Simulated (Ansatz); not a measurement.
Ansatz results at the PBE0-D4/def2-TZVP geometry: HOMO–LUMO gap (ωB97M-V/def2-TZVPP) 12.71 eV; size of the dipole moment (B3LYP/def2-TZVPP) 0.00 D; HOMO–LUMO gap (PBE0/def2-TZVPP) 8.01 eV.

Each molecule was computed in one conformer, which needn't be the lowest.

Q: Which molecule gave them?
A. `F[SiH](F)[Si](F)(F)F`
B. `[SiH3]O[SiH](Cl)Cl`
C. `CC(=O)O[Si](OC(C)=O)(OC(C)=O)OC(C)=O`
D. `[SiH3][SiH2][SiH3]`

A: C. The others give `F[SiH](F)[Si](F)(F)F`: 12.45, 1.41, 8.50; `[SiH3][SiH2][SiH3]`: 11.48, 0.10, 7.80; `[SiH3]O[SiH](Cl)Cl`: 13.08, 1.15, 9.08.

B3LYP here is the variant with VWN-RPA as its local correlation; programs differ in this.
